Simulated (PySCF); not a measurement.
C2H10OSi3, SMILES O[Si@@H]1C[C@H]([SiH3])[SiH2]1.

Coordinates come from a B3LYP-D3(BJ)/def2-SVP optimisation. The structure was generated by enumeration; whether it is a known compound was not checked. The values are those of a single conformer.

These are TDA-PBE/def2-SVPD (PySCF) values and carry that method's errors.

Vertical excitations. Gas-phase values at a fixed geometry.

Computed excitation energies, oscillator strengths and character:
```csv
state,energy (eV),λ (nm),f,main pairs
S1,5.24,237,0.029,HOMO→LUMO 95 %
S2,5.45,228,0.036,HOMO−1→LUMO 91 %
S3,5.64,220,0.050,HOMO→LUMO+1 76 %
S4,5.79,214,0.003,HOMO−1→LUMO+1 95 %
S5,6.16,201,0.092,"HOMO−1→LUMO+2 46 %, HOMO→LUMO+2 41 %"
S6,6.24,199,0.006,"HOMO→LUMO+3 42 %, HOMO−2→LUMO 25 %, HOMO−1→LUMO+2 24 %"
T1,4.70,264,0,HOMO→LUMO 97 %
T2,5.01,247,0,HOMO→LUMO+1 95 %
```
Triplets are in the Tamm–Dancoff approximation.
